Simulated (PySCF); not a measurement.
Ag(Cl) anion (AgCl), SMILES [Cl][Ag] (connectivity only; charge and spin as stated), charge -1, multiplicity 2.

Coordinates come from a PBE0-D3(BJ)/def2-TZVPD optimisation. The spin state was assumed, not searched. The def2 effective core potentials stand for the cores of Ag; spin–orbit coupling is left out.

The numbers are results of PBE0-D3(BJ)/def2-TZVPD in PySCF 2.14.0, not measurements.

Frequencies are harmonic and unscaled.

Computed vibrational spectrum:
| mode | ν (cm⁻¹) | IR (km/mol) | moving atoms (share of kinetic energy) |
|---|---|---|---|
| 1 | 209 | 56.3 | Cl 75 %, Ag 25 % |
